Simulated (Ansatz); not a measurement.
Mulliken charges of F2HInS, SMILES `[F][In]([F])[SH]` from ωB97M-V/def2-TZVPP in Ansatz (PBE0-D4/def2-TZVP geometry).

| atom | x (Å) | y (Å) | z (Å) | charge (e) |
| --- | --- | --- | --- | --- |
| F1 | -0.708 | -1.365 | 1.376 | -0.467 |
| In2 | 0.432 | -0.375 | 0.169 | 1.067 |
| F3 | 2.242 | -1.042 | 0.174 | -0.463 |
| S4 | -0.335 | 1.416 | -1.128 | -0.280 |
| H5 | -1.580 | 1.293 | -0.632 | 0.144 |

Question: By hand: the dipole of these point charges (1 e Å = 4.8032 D).

Answer: Σ q r = (-0.380, 0.509, -0.318) e Å, of length 0.710 e Å = 3.41 D.

Question: How does the dipole of the full density compare? (Estimate.)

Answer: Ansatz gave: (-0.299, 0.411, -0.259) e Å, 2.74 D; the point charges give 1.24 times that, at 1° from its direction.

Point charges leave out the atoms' own dipoles, such as those of lone pairs, and Mulliken's split depends on the basis, so the two needn't agree.
